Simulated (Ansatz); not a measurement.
`O[Si](O)([SiH3])Br` at its PBE0-D4/def2-TZVP geometry, where that method's forces vanish. Total charge 0; spin multiplicity 1.

```xyz
10

O    -1.3054   -0.0545    1.4577
Si   -0.6439    0.1522   -0.0145
O    -0.8095    1.7223   -0.4505
Si    1.5552   -0.6157    0.0816
Br   -1.7354   -1.0536   -1.5643
H    -2.1964    0.2709    1.6070
H    -0.9325    1.9123   -1.3823
H     2.1714   -0.4305   -1.2585
H     1.5658   -2.0580    0.4348
H     2.3307    0.1547    1.0889
```

Problem. What forces (eV/Å) does ωB97M-V/def2-TZVPP give on these atoms in Ansatz? (Estimate.)

Solution. The calculation gave: 
```
O1  -0.089 -0.001  0.077
Si2  0.187 -0.118 -0.049
O3  -0.013  0.064 -0.083
Si4  0.058 -0.019  0.006
Br5  0.007  0.019  0.017
H6   0.027 -0.019  0.014
H7  -0.003  0.016  0.029
H8  -0.073 -0.020  0.146
H9  -0.008  0.164 -0.042
H10 -0.094 -0.087 -0.116
```
